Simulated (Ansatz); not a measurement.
Problem. Name a neutral molecule of O, Si and H with HOMO–LUMO gap (ωB97M-V/def2-TZVPP) between 10.35 and 10.65 eV and HOMO–LUMO gap (PBE/def2-TZVPP) between 4.45 and 4.75 eV (Ansatz, PBE0-D4/def2-TZVP geometry).

Solution. `O[SiH2][SiH2]O[SiH3]` (10.45 eV, 4.55 eV). Other molecules can fit too; these were computed, each in one conformer that needn't be the lowest.
